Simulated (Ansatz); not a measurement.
Isomers of C3H4Se, relaxed with PBE0-D4/def2-TZVP in Ansatz; electronic energies, one conformer each and not always the lowest. Functionals use def2-TZVPP; CBS adds triple-zeta CCSD(T) − MP2 to the MP2 limit of def2-TZVPP and def2-QZVPP.

Outer-core shells of Se are correlated without core-valence functions. Scalar relativity is left out up to krypton. Spin–orbit coupling is left out.

**Question.** Order them by energy at frozen-core CCSD(T)/CBS, lowest first. (Best estimate.)
A. `C=C=C[SeH]`
B. `C=CC=[Se]`
C. `CC1=C[Se]1`
D. `[Se]=C1CC1`
E. `C=C1C[Se]1`

**Answer.** B (0.0 kcal/mol), E (4.4 kcal/mol), A (14.6 kcal/mol), D (16.6 kcal/mol), C (19.9 kcal/mol).

**Question.** How do ωB97M-V, B2PLYP, PBE-D4, r2SCAN-D4 place them (kcal/mol, against `C=CC=[Se]`)? (Estimate.)

**Answer.** Computed: 
```
      isomer  ωB97M-V  B2PLYP  PBE-D4  r2SCAN-D4
`[Se]=C1CC1`     13.3    16.3    12.9       13.3
`C=C=C[SeH]`     10.4    13.1    11.5       11.5
`CC1=C[Se]1`     16.8    19.9    18.0       19.1
`C=C1C[Se]1`      1.9     4.5     1.2        1.7
```
